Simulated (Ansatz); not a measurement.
Ansatz (a quantum-chemistry and plane-wave program) input:

Ansatz 0.2 input:
```yaml
crystal:
  periodic: [false, false, false]
  atoms:
    - {symbol: Mg, position_ang: [-0.20932337, 0.84865598, -0.01045506]}
    - {symbol: Cl, position_ang: [1.50564249, 0.03693933, -1.35054353]}
    - {symbol: Cl, position_ang: [-1.35788482, -0.63599061, 1.35792357]}
basis:
  gaussian:
    orbitals: def2-SVP
total_charge: -1
magnetization: {spin_polarized: true, initial_magnetization: 1}
correlation: {method: ccsd_t, electrons: outside_noble_gas}
```

**Question.** Predict the final energy.

**Answer.** -1118.75729 Eh (CCSD(T)/def2-SVP). The basis has 54 functions.
